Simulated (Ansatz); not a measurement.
B7H13, relaxed as a singlet with RKS B3LYP-D4/def2-SVP in Ansatz, starting from the GFN2-xTB geometry. Force threshold 0.02 eV/Å.

Another isomer (singlet) lies 1.46 eV lower at PBE0-D4/def2-TZVP; other spin states weren't run for this one.

Start:

```
atom   x (Å)   y (Å)   z (Å)
  B1  -0.686  -0.727  -0.984
  B2  -0.458   0.549   1.752
  B3   0.089   1.501  -1.129
  B4  -0.640  -1.324   0.665
  B5   0.336  -2.114  -0.895
  B6   1.027   1.620   0.580
  B7  -0.156   0.371   0.176
  H8   2.085   1.096   0.622
  H9   0.126  -1.858   1.381
 H10  -0.101  -3.139  -1.272
 H11  -0.890   2.149  -1.275
 H12   0.175  -1.167  -1.832
 H13   0.097   0.275   2.742
 H14   0.861   2.449   1.406
 H15  -1.756  -1.604   0.926
 H16   1.482  -2.112  -0.626
 H17   0.657   1.251  -2.133
 H18  -1.743  -0.681  -1.492
 H19  -1.459   1.155   1.895
 H20   0.953   2.310  -0.507
```

(1) Estimate the energy that the relaxation releases and the steps that it takes.

(2) Does the start keep its bonding?

(3) Predict the relaxed structure.

Results:

(1) 13.9 kcal/mol, in 14 steps; 45 s on 4 threads of Arm Neoverse V1 on a shared host. No frequencies were taken in this run, so the end may be a saddle point.

(2) Bonds formed: B2–B6 (atoms count from 1).

(3) 
```tsv
atom	x (Å)	y (Å)	z (Å)
B1	-0.704	-0.843	-1.082
B2	-0.106	0.823	1.753
B3	0.055	1.490	-1.084
B4	-0.805	-1.326	0.538
B5	0.347	-2.165	-0.749
B6	1.012	1.489	0.467
B7	-0.201	0.318	0.126
H8	2.143	1.092	0.444
H9	-0.135	-1.873	1.372
H10	0.038	-3.240	-1.199
H11	-1.056	1.978	-1.036
H12	0.305	-1.238	-1.792
H13	0.434	0.323	2.696
H14	0.664	2.040	1.566
H15	-1.998	-1.372	0.704
H16	1.473	-1.991	-0.360
H17	0.640	1.446	-2.129
H18	-1.687	-0.712	-1.750
H19	-1.215	1.298	1.863
H20	0.796	2.461	-0.348
```
Bond lengths: 10 × B–B 1.69 to 1.92 Å; 13 × B–H 1.20 to 1.30 Å.
